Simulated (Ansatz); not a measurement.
Reaction (hydrogenolysis of a B–C bond): `N[SiH2]CBCl` + H₂ → `BCl` + `C[SiH2]N`

Gas-phase electronic energies from Ansatz, PBE0-D4/def2-TZVP geometries. CBS: MP2 limit from def2 TZ/QZ plus the TZ coupled-cluster correction, frozen cores. This one scheme is used for every species. DFT in def2-TZVPP. B3LYP here is the variant with VWN-RPA as its local correlation; programs differ in this. Each species was taken in one conformer, which may not be the lowest.

`N[SiH2]CBCl`:

Cartesian coordinates in Å:
```
N -0.485 0.420 -1.757
Si 0.718 0.609 -0.546
C 0.541 -0.769 0.737
B -0.837 -0.678 1.395
Cl -1.078 0.243 2.870
H -1.464 0.418 -1.517
H -0.340 0.828 -2.666
H 0.694 1.905 0.193
H 2.031 0.498 -1.233
H 0.672 -1.695 0.168
H 1.370 -0.621 1.436
H -1.823 -1.157 0.919
```

H₂:

```xyz
2

H     0.147    0.338    0.056
H    -0.147   -0.338   -0.056
```

`BCl`:

Z-matrix (Å, degrees):
```
B
Cl 1 1.733
H 1 1.190 2 118.1
H 1 1.190 2 118.1 3 180.0
```

`C[SiH2]N`:

Z-matrix (Å, degrees):
```
C
Si 1 1.871
H 1 1.093 2 111.2
H 1 1.094 2 110.5 3 119.8
H 1 1.093 2 111.2 3 -120.4
N 2 1.720 1 116.4 3 60.2
H 2 1.489 1 108.4 3 -179.4
H 2 1.489 1 108.4 3 -60.3
H 6 1.007 2 120.7 1 73.7
H 6 1.007 2 120.7 1 -73.5
```

CCSD(T)/CBS gives +2.3 kcal/mol.

Another level gave +1.4 kcal/mol. Which?
A. SCS-MP2/def2-TZVPP
B. HF/def2-TZVPP
C. B3LYP/def2-TZVPP
D. r2SCAN-D4/def2-TZVPP

A. SCS-MP2/def2-TZVPP 1.4, r2SCAN-D4 3.9, HF/def2-TZVPP -5.2, B3LYP -1.0 kcal/mol.

Largest T1 diagnostic among the species: 0.012.

In def2-TZVPP, CCSD(T) changes the Hartree–Fock value by +7.0 kcal/mol (the triples alone add +1.4 kcal/mol) and MP2 by +8.7 kcal/mol. From PBE to PBE0 (25 % exact exchange), in def2-TZVPP and without D4, ΔE moves by −0.8 kcal/mol. The D4 term adds +3.2 kcal/mol with B3LYP and +1.8 kcal/mol with PBE0; it sums over pairs of atoms, weighted by their polarisabilities, and B3LYP, whose exchange is more repulsive, gets the larger term.
